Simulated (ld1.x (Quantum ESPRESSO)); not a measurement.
## potassium: variants of one TM semilocal potential

Base potential:

ld1.x (Quantum ESPRESSO) 7.5 input, shortened:

```
&input
   title='K', zed=19., rel=1, dft='PZ', iswitch=3,
   config='[Ar] 3d0 4s0 4p1'
 /
 &inputp
   pseudotype=1, tm=.true., lloc=2,
   nlcc=.true., new_core_ps=.true., rcore=1.30
 /
3
3S  1  0   2.00   0.00  1.45  1.45  0.0
3P  2  1   6.00   0.00  1.95  1.95  0.0
3D  3  2   0.00   0.00  4.20  4.20  0.0
 &test
   configts(1)='3s2 3p6 3d0 4s0 4p1'
 /
```

Occupied shells without a wave of their own: 4p. They enter only through the test configuration that unscreens the potential, and ld1.x also counts them in the model core charge.

All-electron outer shells of the reference configuration (LDA (PZ), scalar-relativistic, ld1.x):

```json
{"shell": "2s", "level (eV)": "-353.77", "outermost node (bohr)": "0.11", "outermost maximum (bohr)": "0.32"}
{"shell": "2p", "level (eV)": "-281.54", "outermost node (bohr)": "–", "outermost maximum (bohr)": "0.26"}
{"shell": "3s", "level (eV)": "-36.68", "outermost node (bohr)": "0.48", "outermost maximum (bohr)": "1.07"}
{"shell": "3p", "level (eV)": "-20.31", "outermost node (bohr)": "0.45", "outermost maximum (bohr)": "1.15"}
{"shell": "4s", "level (eV)": "-3.09", "outermost node (bohr)": "1.58", "outermost maximum (bohr)": "3.88"}
{"shell": "4p", "level (eV)": "-1.41", "outermost node (bohr)": "1.86", "outermost maximum (bohr)": "5.64"}
{"shell": "3d", "level (eV)": "-0.52", "outermost node (bohr)": "–", "outermost maximum (bohr)": "5.71"}
```

Cutoffs, loose and tight: the cutoffs (Ry, on a coarse ladder) from which the occupation-weighted sum of valence levels, in a spherical-Bessel basis at the reference potential, stays within 10 and 1 mRy of its value at 400 Ry. They do not see the model core or the augmentation charge, which bear on the density cutoff. Test errors are all-electron minus pseudo excitation energies from the reference, over the configurations 3s2 3p6 3d0 4s1 4p0; 3s2 3p6 3d0 4s0 4p0; 3s2 3p6 3d0 4s0.5 4p0; 3s2 3p5 3d0 4s1 4p0; 3s2 3p6 3d1 4s0 4p0; 3s2 3p6 3d0.5 4s0.5 4p0; 3s1 3p6 3d0 4s1 4p0 (two spin-polarised tests are not counted in the largest error). A dash means not determined; rows that change the core or the reference have their own tests.

With those shells counted twice in exchange and correlation these files are broken, and their errors move erratically; no question is asked of them.

In the semilocal form every listed channel keeps its own potential, so the choice of the local channel does not act on these tests. It acts once the file is put into the separable form.

A semilocal file is local in each channel, so a ghost entry of none says nothing of the separable form that plane-wave codes build from it.

| change | outcome | cutoff, loose | cutoff, tight | bound ghosts | largest test error (meV) |
| --- | --- | --- | --- | --- | --- |
| base | generated | 50 Ry | 80 Ry | none | -248 |
| wave 3d (bound): rc 4.20 bohr becomes 3d (bound): rc 4.46 bohr | generated | 50 Ry | 80 Ry | none | -248 |
| wave 3s (bound): rc 1.45 bohr becomes 3s (bound): rc 1.22 bohr | generated | 70 Ry | 100 Ry | none | -248 |
| core [Ne] 3s2, valence charge 7; reference 3p6 4s1 4p0; waves now 4s (bound): rc 3.90 bohr; 3d channel at 0.05 Ry: rc 3.60 bohr; 3p (bound): rc 2.10 bohr; local potential the p channel; core correction none | generated | 25 Ry | 40 Ry | none | -54 |
| wave 3p (bound): rc 1.95 bohr becomes 3p (bound): rc 1.96 bohr | generated | 50 Ry | 80 Ry | none | -247 |
| core correction Bessel-smoothed model core inside 1.60 bohr | generated | 50 Ry | 80 Ry | none | -248 |
| reference 3s2 3p6 3d1 4s0 4p0 | generated | 50 Ry | 80 Ry | none | +254 |
